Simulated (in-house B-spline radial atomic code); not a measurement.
Configurations of Cd⁺, with energies counted from [Kr] 4d10 5s1. Method: scalar-relativistic (X2C) TPSSh, spin-polarised, spherical fractional occupations, exact exchange averaged over the configuration, Fermi nucleus of rms radius 4.6087 fm. Calculated with a radial B-spline atomic code at the basis-set limit. Shells without spins written out take the highest spin.

Occupations are held fixed; configurations that lie above the ionisation limit could autoionise.

| configuration | E - E(ref) (eV) | highest orbital | its <r> (bohr) |
| --- | --- | --- | --- |
| [Kr] 4d10 5d1 | 11.098 | 5d up | 5.777 |
| [Kr] 4d10 6d1 | 13.445 | 6d up | 10.88 |
| [Kr] 4d9 5s1 6p1 | 21.362 | 6p up | 7.1 |
| [Ar] 3d10 4s2 4p5 4d10 5s1 6p1 | 78.952 | 6p up | 7.081 |
| [Ar] 3d10 4s2 4p5 4d10 5s1 6f1 | 82.894 | 6f up | 21.74 |
| [Ar] 3d9 4s2 4p6 4d10 5s1 5f1 | 418.92 | 5f up | 14.54 |

Question: Order these further configurations by energy, lowest first.
A. [Ar] 3d9 4s2 4p6 4d10 5s1 5p1
B. [Ar] 3d10 4s2 4p5 4d10 5s2
C. [Ar] 3d9 4s2 4p6 4d10 5s1 6f1
D. [Kr] 4d10 5f1
E. [Ar] 3d9 4s2 4p6 4d10 4f1 5s1

Answer: D (14.541 eV), B (66.381 eV), A (408.4 eV), E (417.75 eV), C (419.6 eV).

Question: How far above the reference does [Kr] 4d9 5s1 5p1 lie?

Answer: 14.137 eV; its least bound orbital is 5p up with <r> = 3.107 bohr.
